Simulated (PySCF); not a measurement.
SrCl, SMILES [Cl][Sr+], charge +1. The structure is a stationary point at B3LYP-D3(BJ)/def2-TZVPD. The multiplicity is an assumed one; other spin states were not compared. The def2 effective core potentials stand for the cores of Sr; spin–orbit coupling is left out.

Computed equilibrium geometry at B3LYP-D3(BJ)/def2-TZVPD (PySCF confirms it by a frequency run) as Cartesian coordinates in Å, and its point group:
point group C∞v.
```xyz
2

Sr     0.0000     0.0000    -0.7679
Cl     0.0000     0.0000     1.7164
```
Charge +1, spin multiplicity 1.
